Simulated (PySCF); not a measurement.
## How methods differ on the ionisation energy of C²⁺

C²⁺ [He] 2s2 (1S) → C³⁺ [He] 2s1 (2S), as a difference of total energies. Computed with PySCF 2.14 in dyall-acv3z (15s9p4d2f, 76 functions), with scalar relativity by spin-free X2C-1e. Correlated levels: valence: 1s2 frozen; valence and next inner shell: nothing frozen; virtual orbitals above 40 to 60 times the deepest correlated orbital energy dropped. The calculations carry no spin-orbit coupling.

| method | ionisation energy (eV) |
| --- | --- |
| UHF | 45.797 |
| LDA | 46.967 |
| PBE | 47.126 |
| PBE0 | 47.061 |
| HSE06 | 47.058 |
| BLYP | 47.117 |
| B97-3 | 47.185 |
| M06 | 46.951 |
| MP2 (valence) | 47.026 |
| SCS-MP2 (valence) | 47.272 |
| MP2 (valence and next inner shell) | 47.097 |

Q: Estimate what r2SCAN gives.

A: 46.635 eV, closest to M06 among the rows shown.

Q: Estimate what SCS-MP2 (valence and next inner shell) gives.

A: 47.334 eV, closest to SCS-MP2 (valence) among the rows shown.

Errors of the correlated levels include the incompleteness of this basis and the frozen core.

MP2 underrates the near-degeneracy of ns² with np² in the lower species.

For comparison: 47.888 eV (measured; NIST Atomic Spectra Database, ionization energies).
